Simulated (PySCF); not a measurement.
**A small calculation by hand: dipole moment from atomic charges**

Sb(OH)3 (H3O3Sb), SMILES [OH][Sb]([OH])[OH]. Atoms are numbered in the order given.

```xyz
7

Sb    -0.0002     0.0200     0.3816
O      1.5163    -0.9465    -0.4417
H      1.5620    -0.7928    -1.3954
O     -1.4352    -0.6972    -0.7987
H     -1.6138    -1.6365    -0.6708
O     -0.0020     1.6378    -0.7454
H     -0.5702     1.4556    -1.5090
```
Charge 0, spin multiplicity 1.

Geometry optimised at PBE0-D3(BJ)/def2-SVP. The def2 effective core potentials stand for the cores of Sb; spin–orbit coupling is left out. Other conformers were not sampled.

Charges (e) from r2SCAN/def2-TZVP (PySCF):

```
atom  Mulliken  ESP fit
----  --------  -------
Sb1      1.060    0.692
O2      -0.660   -0.627
H3       0.311    0.397
O4      -0.682   -0.698
H5       0.315    0.422
O6      -0.670   -0.601
H7       0.325    0.415
```

The dipole moment of the full density is 1.80 D.

### Question
What dipole moment does each set of point charges give, and which comes closer to that of the density?

### Answer

μ = Σ q r, and 1 e Å = 4.8032 D.
Mulliken: Σ q r = (-0.229, -0.265, 0.604) e Å, |μ| = 3.35 D.
ESP fit: Σ q r = (-0.245, -0.292, 0.083) e Å, |μ| = 1.87 D.
ESP fit comes closer in size. Point charges leave out the atoms' own dipoles (lone pairs, polarised bonds); fits to the potential absorb them, partitions of the density don't.
